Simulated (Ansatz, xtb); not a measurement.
Relative energy of two isomers of C4H4O3S

Structure a is `Cc1oc(=O)sc1O`, a singlet and structure b is `O=c1occ(CS)o1`, a singlet. Both are isolated molecules in the gas phase, relaxed with B3LYP/def2-SVP; the shapes shown needn't be the lowest conformers.

a (Å):

```tsv
atom	x (Å)	y (Å)	z (Å)
C	-1.8371	0.5971	0.5534
C	-0.8686	0.7970	-0.5560
C	0.7538	-0.1143	-1.9453
C	-0.5822	1.9138	-1.2517
O	-0.1313	-0.3109	-0.9277
O	1.4476	-0.9709	-2.3973
O	-1.0950	3.1435	-1.0192
S	0.6944	1.6154	-2.4625
H	-2.5582	-0.1999	0.3076
H	-1.3193	0.3003	1.4809
H	-2.3833	1.5310	0.7396
H	-1.4744	3.5045	-1.8346
```

b (Å):

```xyz
12

C    -3.3033    1.4202   -0.1433
C    -2.5096   -0.6410   -0.3507
C    -1.4733    0.1947   -0.5064
C    -0.0318    0.0171   -0.7872
O    -4.0327    2.3428    0.0168
O    -3.6495    0.0983   -0.1231
O    -1.9550    1.4862   -0.3783
S     0.4885    0.6062   -2.4606
H    -2.6020   -1.7224   -0.3735
H     0.5765    0.5220   -0.0210
H     0.2158   -1.0531   -0.7615
H     0.1976    1.9090   -2.2408
```

Quicker runs give these differences E(b) − E(a): GFN2-xTB −1.21 kcal/mol; HF/STO-3G −0.66 kcal/mol (at GFN2-xTB geometries); r2SCAN-D4/def2-SVP +2.47 kcal/mol (at GFN2-xTB geometries).

Problem. Which of the two would you expect CCSD(T)/def2-SVP + ΔMP2/def2-TZVPP electronic energies to favour?

Solution. Not settled: CCSD(T)/def2-SVP + ΔMP2/def2-TZVPP gives E(b) − E(a) = +1.78 kcal/mol, but this leans on the basis-set step: CCSD(T) alone gives −1.11 kcal/mol.

The same difference at several levels:

```csv
level,geometry,E(b) − E(a) (kcal/mol),departure from the last row (kcal/mol),"job, with rough time for the two"
GFN2-xTB,GFN2-xTB,−1.21,−2.99,"optimisation, 0.42 s"
HF/STO-3G,GFN2-xTB,−0.66,−2.44,"single point, 0.42 s"
r2SCAN-D4/def2-SVP,GFN2-xTB,+2.47,+0.69,"single point, 3.7 s"
B3LYP/def2-SVP,B3LYP/def2-SVP,+0.30,−1.48,"optimisation, 72 s"
HF/def2-SVP,B3LYP/def2-SVP,−5.96,−7.74,part of the CCSD(T) run
MP2/def2-SVP,B3LYP/def2-SVP,+0.51,−1.27,part of the CCSD(T) run
CCSD(T)/def2-SVP,B3LYP/def2-SVP,−1.11,−2.89,single point
CCSD(T)/def2-SVP + ΔMP2/def2-TZVPP,B3LYP/def2-SVP,+1.78,,"single point, 67 s"
```

As drawn, b has 1 C–O, 1 S–H in place of 1 C–S, 1 O–H.

GFN2-xTB, HF/STO-3G, HF/def2-SVP, CCSD(T)/def2-SVP put the two in the other order. B3LYP/def2-SVP finds them nearly level. The largest departure from CCSD(T)/def2-SVP + ΔMP2/def2-TZVPP is that of HF/def2-SVP, 7.74 kcal/mol. The last row adds to CCSD(T) the change of the MP2 difference between the two basis sets, here +2.89 kcal/mol.

With thermal terms from frequencies at re-optimised GFN2-xTB minima (ideal gas, soft modes damped towards free rotors, one conformer each, 298.15 K, 1 atm): on the last row, ΔE + ΔZPE = +0.86, ΔH = +0.46, ΔG = +0.91 kcal/mol.

The correlated steps freeze 12 core orbitals. Codes used: Ansatz 0.2.0, xtb 6.7.1; the last row on 4 threads of Arm Neoverse V1 on a shared host.
